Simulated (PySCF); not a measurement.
Bond stretch in CaO, singlet.

UKS-r2SCAN = unrestricted r2SCAN/def2-SVP (PySCF); UKS-B3LYP = unrestricted B3LYP/def2-SVP (PySCF 2.14.0); RKS-B3LYP = restricted B3LYP/def2-SVP run with PySCF 2.14.0.

Magnitude of the dipole moment (D; its direction can reverse along the curve, and a method can change to another solution) and Mulliken charge of the fragment that holds Ca1:

```tsv
R / Å	μ UKS-r2SCAN	q UKS-r2SCAN	μ UKS-B3LYP	q UKS-B3LYP	μ RKS-B3LYP	q RKS-B3LYP
1.44	4.76	0.36	4.99	0.33	4.99	0.33
1.52	5.74	0.44	5.94	0.41	5.94	0.41
1.63	6.81	0.53	6.99	0.50	6.99	0.50
1.69	7.27	0.56	7.43	0.54	7.43	0.54
1.76	7.69	0.59	7.84	0.57	7.84	0.57
1.80	7.89	0.60	8.03	0.59	8.03	0.59
1.88	8.08	0.62	8.33	0.60	8.33	0.60
1.93	7.92	0.62	8.47	0.61	8.48	0.61
2.00	7.68	0.61	8.00	0.60	8.63	0.61
2.10	7.27	0.59	6.96	0.57	8.79	0.61
2.25	5.41	0.52	4.41	0.48	8.90	0.59
2.46	4.97	0.49	5.06	0.48	8.87	0.55
2.71	5.83	0.48	5.92	0.48	8.65	0.51
3.00	6.73	0.47	6.76	0.47	8.27	0.47
3.22	7.30	0.46	6.96	0.44	8.00	0.45
3.64	7.08	0.40	6.26	0.36	7.64	0.41
3.94	6.60	0.35	5.83	0.32	7.50	0.38
4.41	6.08	0.30	5.32	0.26	7.38	0.35
4.86	5.80	0.26	4.99	0.22	7.37	0.32
5.47	5.72	0.23	4.75	0.19	7.51	0.30
6.35	6.00	0.21	4.72	0.16	8.00	0.27
7.27	6.50	0.19	4.91	0.14	8.71	0.26
```

The unrestricted solution behind UKS-r2SCAN, UKS-B3LYP changes between 2.10 and 2.25 Å, which can leave a kink. The unrestricted determinant behind UKS-r2SCAN is spin-contaminated at 1.88 to 7.27 Å (<S²> up to 1.1, against 0.00 for a pure singlet). At the longest distance UKS-r2SCAN, UKS-B3LYP, RKS-B3LYP leaves fractional charges on the fragments, a sign of delocalisation error or of the restricted form. The unrestricted determinant behind UKS-B3LYP is spin-contaminated at 2.00 to 7.27 Å (<S²> up to 1.0, against 0.00 for a pure singlet). The restricted form behind RKS-B3LYP keeps the bonding electrons paired and can't separate into open-shell fragments.
